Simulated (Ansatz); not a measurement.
Species: trimethoxy(sulfanyl)silane, C₃H₁₀O₃SSi, net charge 0, singlet state. 
Geometry from a B3LYP-D3(BJ)/def2-TZVP (Ansatz, a first-principles code) optimisation:
```xyz
18

C     -1.4431     2.0725    -0.9555
O     -1.4019     0.7111    -0.5491
Si    -0.0871    -0.0397     0.0462
S      0.6288     0.7857     1.8817
O      1.1069     0.1533    -1.0498
C      2.4163    -0.3909    -0.9472
O     -0.4967    -1.5887     0.3262
C     -1.2576    -2.3947    -0.5692
H     -1.1641     2.7329    -0.1302
H     -2.4636     2.2991    -1.2620
H     -0.7682     2.2468    -1.7964
H     -0.3324     0.2098     2.6229
H      2.9422     0.0106    -0.0778
H      2.3827    -1.4800    -0.8645
H      2.9625    -0.1192    -1.8497
H     -0.7206    -2.5491    -1.5087
H     -2.2227    -1.9323    -0.7843
H     -1.4181    -3.3599    -0.0907
```

Basis-set convergence of Hartree-Fock and MP2 correlation energies (hartree) with Ansatz. Cores are frozen in the correlated levels unless marked. Spin-orbit coupling is left out. Non-relativistic.

| basis | functions | E(HF) | E(corr, MP2) |
|---|---|---|---|
| aug-cc-pV(D+d)Z | 292 | -1030.69019 | -1.28012 |
| aug-cc-pV(T+d)Z | 616 | ? | ? |

Question: Some entries are withheld; supply them.

Answer: 
- aug-cc-pV(T+d)Z, E(HF): -1030.82093
- aug-cc-pV(T+d)Z, E(corr, MP2): -1.55512
